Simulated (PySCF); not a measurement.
Job file and geometry (Å, from GFN2-xTB) of a spin–spin coupling run on `C=C(C)OB[AsH2]`, C3H8AsBO, PySCF 2.14.0, density-fitted response routines, B3LYP/pcJ-1 As:pcSseg-1 indirect spin-spin coupling, non-relativistic, gas phase; density fitting, a coarse starting grid and PySCF grid level 2 are the driver's defaults:

```
$ OMP_NUM_THREADS=1 python probes_run.py task.json out

{"job": {"kind": "j", "xc": "B3LYP", "basis": "pcJ-1"}, "charge": 0, "multiplicity": 1}
C     -0.978086     1.068173    -1.244725
C     -0.935676     0.256934    -0.199738
C     -2.126337    -0.385316     0.442408
O      0.238108    -0.045904     0.445601
B      1.393149    -0.412542    -0.102485
As     2.888234    -0.682243     1.250222
H     -0.084606     1.508206    -1.651151
H     -1.909381     1.322553    -1.714383
H     -3.042401    -0.080841    -0.053409
H     -2.172672    -0.105333     1.493912
H     -2.032631    -1.469934     0.391834
H      1.485705    -0.593321    -1.268524
H      3.369104     0.731909     1.080280
H      3.906812    -1.112814     0.228091
```

**Question.** Write the output of this run.

**Answer.** 
```
coarse grid: 53008 points
cycle   1  E = -2454.8269911095  dE = -2.259e-01  |g| = 9.545e-01  |ddm| = 3.128e+00
cycle   2  E = -2454.7213546401  dE =  1.056e-01  |g| = 1.122e+00  |ddm| = 1.216e+00
cycle   3  E = -2454.9092180932  dE = -1.879e-01  |g| = 2.949e-01  |ddm| = 9.454e-01
cycle   4  E = -2454.9225258603  dE = -1.331e-02  |g| = 7.807e-02  |ddm| = 2.077e-01
cycle   5  E = -2454.9234320203  dE = -9.062e-04  |g| = 3.216e-02  |ddm| = 7.486e-02
cycle   6  E = -2454.9236805105  dE = -2.485e-04  |g| = 7.027e-03  |ddm| = 2.872e-02
cycle   7  E = -2454.9236920674  dE = -1.156e-05  |g| = 1.040e-03  |ddm| = 7.372e-03
cycle   8  E = -2454.9236923576  dE = -2.902e-07  |g| = 2.714e-04  |ddm| = 1.601e-03
final grid: 112096 points
cycle   9  E = -2454.9236866675  dE = -1.629e-08  |g| = 3.095e-04  |ddm| = 1.279e-03
cycle  10  E = -2454.9236866496  dE =  1.787e-08  |g| = 3.998e-04  |ddm| = 8.150e-04
cycle  11  E = -2454.9236866982  dE = -4.860e-08  |g| = 6.695e-05  |ddm| = 4.565e-04
cycle  12  E = -2454.9236866992  dE = -9.677e-10  |g| = 1.204e-05  |ddm| = 5.373e-05
converged SCF energy = -2454.9236866992

Indirect spin-spin couplings (Hz)
  i      j    bonds     total        FC       PSO       DSO        SD
  0 C    1 C    1     90.289    99.272    -9.217     0.233         -
  0 C    2 C    2      7.822     8.115    -0.243    -0.049         -
  0 C    3 O    2      0.621    -0.575     1.177     0.020         -
  0 C    4 B    3      2.711     2.787     0.091     0.002    -0.168
  0 C    6 H    1    162.735   161.368     0.648     0.718         -
  0 C    7 H    1    170.158   168.862     0.620     0.675         -
  0 C    8 H    3      2.674     2.939    -0.278     0.013         -
  0 C    9 H    3      5.211     5.255     0.359    -0.403         -
  0 C   10 H    3      4.990     5.045     0.337    -0.391         -
  0 C   11 H    4      0.342     0.321    -0.138     0.160         -
  0 C   12 H    5      0.440     0.445     0.029    -0.035         -
  1 C    2 C    1     53.058    54.316    -1.505     0.247         -
  1 C    3 O    1     22.835    20.335     2.662    -0.162         -
  1 C    4 B    2     -2.432    -2.281    -0.141    -0.062     0.052
  1 C    6 H    2     -5.854    -4.099    -1.417    -0.338         -
  1 C    7 H    2      7.138     8.870    -1.403    -0.329         -
  1 C    8 H    2      0.419     0.696    -0.250    -0.026         -
  1 C    9 H    2    -10.017   -10.043     0.028    -0.002         -
  1 C   10 H    2     -9.691    -9.698     0.002     0.004         -
  1 C   11 H    3      5.429     5.470    -0.132     0.091         -
  1 C   12 H    4     -1.041    -0.977     0.102    -0.166         -
  1 C   13 H    4      0.535     0.704     0.166    -0.334         -
  2 C    3 O    2     -9.256    -9.704     0.459    -0.011         -
  2 C    4 B    3      1.738     1.692     0.156    -0.083    -0.027
  2 C    6 H    3      8.343     8.409     0.439    -0.506         -
  2 C    7 H    3      4.018     4.110    -0.059    -0.033         -
  2 C    8 H    1    136.277   134.530     1.082     0.665         -
  2 C    9 H    1    134.401   132.615     1.102     0.684         -
  2 C   10 H    1    133.369   131.538     1.144     0.688         -
  2 C   12 H    5      0.251     0.313     0.147    -0.208         -
  3 O    4 B    1     -4.019   -11.131     7.572    -0.179    -0.281
  3 O    6 H    3     -2.798    -3.097     0.316    -0.017         -
  3 O    7 H    3     -5.340    -5.665     0.048     0.277         -
  3 O    8 H    3     -9.524    -9.685    -0.074     0.234         -
  3 O    9 H    3     -1.299    -1.306     0.084    -0.076         -
  3 O   10 H    3     -0.211    -0.141    -0.027    -0.043         -
  3 O   11 H    2      1.462     0.388     1.017     0.057         -
  3 O   12 H    3     -0.322    -0.419     0.073     0.024         -
  3 O   13 H    3    -10.657   -11.042     0.085     0.301         -
  4 B    6 H    4     -0.489    -0.628    -0.284     0.383     0.040
  4 B    7 H    4     -0.842    -0.863     0.457    -0.385    -0.051
  4 B    8 H    4      0.832     0.773     0.481    -0.417    -0.004
  4 B    9 H    4     -0.662    -0.746     0.431    -0.349     0.002
  4 B   10 H    4     -0.564    -0.673     0.162    -0.071     0.018
  4 B   11 H    1    159.581   159.315    -1.608     1.400     0.475
  4 B   12 H    2     -5.633    -5.571    -0.226     0.066     0.099
  4 B   13 H    2     -4.202    -3.713    -0.460    -0.050     0.021
  6 H    7 H    2     -2.863    -3.241     3.792    -3.413         -
  6 H    8 H    4      1.166     1.287     1.561    -1.682         -
  6 H    9 H    4     -1.521    -1.444     1.649    -1.726         -
  6 H   10 H    4     -1.916    -1.839     1.653    -1.730         -
  6 H   11 H    5      0.431     0.149    -1.279     1.562         -
  7 H    8 H    4      0.370     0.351    -1.427     1.446         -
  7 H    9 H    4     -2.049    -1.954     1.139    -1.234         -
  7 H   10 H    4     -2.231    -2.135     1.083    -1.180         -
  7 H   12 H    6     -0.296    -0.300     0.597    -0.594         -
  8 H    9 H    2    -13.572   -13.709     2.820    -2.684         -
  8 H   10 H    2    -13.588   -13.725     2.799    -2.662         -
  8 H   12 H    6     -0.159     0.014     0.667    -0.840         -
  8 H   13 H    6     -0.235     0.135     0.671    -1.041         -
  9 H   10 H    2    -18.712   -18.930     2.667    -2.448         -
  9 H   11 H    5      0.200     0.197     1.149    -1.147         -
  9 H   12 H    6     -0.395    -0.160     0.318    -0.553         -
  9 H   13 H    6     -0.624     0.039     0.572    -1.235         -
 10 H   11 H    5      0.382     0.308     0.220    -0.146         -
 10 H   12 H    6     -0.669    -0.236     0.572    -1.004         -
 10 H   13 H    6     -0.478    -0.009     0.349    -0.817         -
 11 H   12 H    3     -1.149    -0.950     0.426    -0.625         -
 11 H   13 H    3      4.763     4.187    -0.362     0.938         -
 12 H   13 H    2    -15.201   -15.138     0.476    -0.539         -
```

Size and cost of the density-fitted run: 256 basis functions, 110 s wall time on 1 thread of an Arm Neoverse N1, shared host; peak memory 1 GiB.
